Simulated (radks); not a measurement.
Q: Sn11+, configuration [Kr] 4d3 (the NIST ground configuration). All-electron calculation, scalar-relativistic Kohn-Sham, r2SCAN, spin-polarised, spherical densities, finite nucleus; open shells are filled with parallel spins first (spin-orbit coupling, left out, can overturn this in heavy ions); meta-GGA in the generalised Kohn-Sham scheme; Fermi nuclear charge, rms radius 4.6519 fm. Program: a radial shooting solver on a logarithmic mesh with Libxc functionals. Some entries of the table are withheld. Estimate them.

orbital,occ.,eigenvalue (Ry),<r> (bohr)
1s down,1,-2153.124,0.02906
1s up,1,-2153.123,0.02906
2s up,1,-340.5214,0.1254
2s down,1,-340.3959,0.1254
2p up,3,-307.1960,0.1096
2p down,3,-307.1027,0.1096
3s up,1,-79.27483,0.3377
3s down,1,-79.24414,0.3377
3p up,3,-68.31105,0.3361
3p down,3,-68.26593,0.3360
3d up,5,-51.53772,0.3128
3d down,5,-51.44259,0.3127
4s up,1,(1),0.7791
4s down,1,(2),0.7784
4p up,3,(3),0.8198
4p down,3,(4),0.8194
4d up,3,-16.29461,(5)
4d down,0,-15.86735,(6)

A: 
(1) 4s up eigenvalue (Ry): -25.26136
(2) 4s down eigenvalue (Ry): -24.85268
(3) 4p up eigenvalue (Ry): -21.69497
(4) 4p down eigenvalue (Ry): -21.27891
(5) 4d up <r> (bohr): 0.8934
(6) 4d down <r> (bohr): 0.8927
